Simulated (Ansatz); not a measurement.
Total energies of Be₂Te₃ (the lowest singlet isomer of a short search) from Ansatz at PBE-D4/def2-TZVP, gas phase (1 Eh = 27.2114 eV = 2625.5 kJ/mol). The reference geometry is relaxed at PBE0-D4/def2-SVP.

```xyz
5

Be    1.249   -0.312   -0.260
Be   -1.144   -0.620   -0.176
Te   -1.568    1.371    0.781
Te    1.220    1.735    0.673
Te    0.244   -2.175   -1.018
```

| state | geometry | energy (Eh) |
| --- | --- | --- |
| charge 0 singlet | reference | -833.65869 |
| charge 1 doublet | reference | -833.38264 |
| charge 0 triplet | relaxed at PBE0-D4/def2-SVP | -833.63019 |
| charge 0 quintet | relaxed at PBE0-D4/def2-SVP | -833.54073 |
| free Be atom (singlet) | – | -14.62825 |
| free Te atom (triplet) | – | -267.97310 |

In the def2 sets Te takes a core potential; there is no spin–orbit coupling.

**Question.** Work out the vertical ionisation energy to the doublet.

**Answer.** E(charge 1 doublet) − E(charge 0 singlet) = -833.38264 − (-833.65869) = 0.27605 Eh = 7.51 eV. For comparison, −ε of the highest occupied level is 5.08 eV at this level, 2.43 eV less.

**Question.** Which of the charge 0 states is lowest, and how far above it are the others?

**Answer.** The singlet. triplet: -833.63019 − (-833.65869) = 0.02850 Eh = 74.8 kJ/mol; quintet: -833.54073 − (-833.65869) = 0.11796 Eh = 309.7 kJ/mol. The triplet differs in its bonds from the reference.

**Question.** What is the binding energy per atom against free atoms?

**Answer.** Atoms: 2 × (-14.62825) + 3 × (-267.97310) = -833.17580 Eh. Binding: -833.17580 − (-833.65869) = 0.48289 Eh = 13.14 eV, or 2.63 eV for each of 5 atoms (no zero-point energy, no counterpoise term).

At PBE-D4/def2-TZVP the gap within one spin of the charge 1 doublet nearly closes, so an electron or hole may be smeared out by delocalisation error. 

The structure comes from a short search, and lower isomers may exist.
